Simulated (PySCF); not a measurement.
Mo(F)2(OH)4 (F₂H₄MoO₄), SMILES [OH][Mo]([OH])([OH])([OH])([F])[F], multiplicity 1. Atoms are numbered in the order given.

```xyz
11

Mo     0.0000     0.0000     0.0708
F      0.3293    -1.2391    -1.3109
F     -0.3293     1.2391    -1.3109
O      1.7392     0.7657    -0.0917
H      1.8479     1.3851    -0.8314
O     -1.7392    -0.7657    -0.0917
H     -1.8479    -1.3851    -0.8314
O      0.8346    -1.0916     1.3136
H      1.7879    -1.2599     1.3670
O     -0.8346     1.0916     1.3136
H     -1.7879     1.2599     1.3670
```

The structure is a stationary point at r2SCAN-D4/def2-SVP. The spin state was assumed, not searched. The def2 effective core potentials stand for the cores of Mo; spin–orbit coupling is left out. Other conformers were not sampled.

The numbers are results of PySCF with M06-2X/def2-TZVP, not measurements.

ESP charges are fitted to the potential on shells at 1.4 to 2.0 van der Waals radii. Atomic charges (e):

```tsv
atom	ESP fit	Löwdin
Mo1	1.62	0.95
F2	-0.42	-0.30
F3	-0.42	-0.30
O4	-0.72	-0.31
H5	0.47	0.18
O6	-0.72	-0.31
H7	0.47	0.18
O8	-0.61	-0.25
H9	0.47	0.20
O10	-0.61	-0.25
H11	0.47	0.20
```
